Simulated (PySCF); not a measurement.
**Electron correlation in Sm(44+) (samarium, charge +44)**

[Ar], closed-shell 1S. Calculation: PySCF 2.14, in an uncontracted even-tempered set (18 s from 9.2 bohr⁻², ratio 2.5; 12 p from 12 bohr⁻², ratio 2.5; 4 d from 52 bohr⁻², ratio 2.7; 4 f from 77 bohr⁻², ratio 2.7); the spin-free X2C one-electron Hamiltonian (Gaussian nucleus). Frozen: 1s2; 16 electrons correlated; the 21 highest virtual orbitals of each spin left out.

| level | correlation energy (mhartree) |
| --- | --- |
| CCSD | -668.39 |
| (T) | -0.94 |
| CCSD(T) | -669.33 |

Diagnostics: T1 = 0.00024, D1 = 0.0006, largest double amplitude 0.014.

Cost of the coupled-cluster step: roughly 4 core-seconds, for 16 correlated electrons.

Iterations:

```
CC2 = 0
CCSD nocc = 8, nmo = 80
frozen orbitals [0, 81, 82, 83, 84, 85, 86, 87, 88, 89, 90, 91, 92, 93, 94, 95, 96, 97, 98, 99, 100, 101]
max_cycle = 100
direct = 0
conv_tol = 1e-08
conv_tol_normt = 1e-06
diis_space = 8
diis_start_cycle = 0
Init t2, MP2 energy = -8717.97662489213  E_corr(MP2) -0.659763787993976
Init E_corr(CCSD) = -0.659763787994034
cycle = 1  E_corr(CCSD) = -0.66709832885657  dE = -0.00733454086  norm(t1,t2) = 0.00338869
cycle = 2  E_corr(CCSD) = -0.668245228961758  dE = -0.00114690011  norm(t1,t2) = 0.000471614
cycle = 3  E_corr(CCSD) = -0.668386867342135  dE = -0.00014163838  norm(t1,t2) = 6.788e-05
cycle = 4  E_corr(CCSD) = -0.668385422665977  dE = 1.44467616e-06  norm(t1,t2) = 1.58046e-06
cycle = 5  E_corr(CCSD) = -0.668385266112726  dE = 1.5655325e-07  norm(t1,t2) = 4.47746e-08
cycle = 6  E_corr(CCSD) = -0.668385267041407  dE = -9.28681132e-10  norm(t1,t2) = 3.38881e-09
CCSD converged
E(CCSD) = -8717.985246371178  E_corr = -0.6683852670414074
CCSD(T) correction = -0.000935981147706431
```

At this charge the one-electron X2C treatment keeps the bare 1/r₁₂, with no two-electron picture change or Breit term. The effect here is smaller than on the frozen 1s shell; and a scalar Hamiltonian misses the large spin-orbit splitting of the p shells, which matters for ns² → np² pairs.
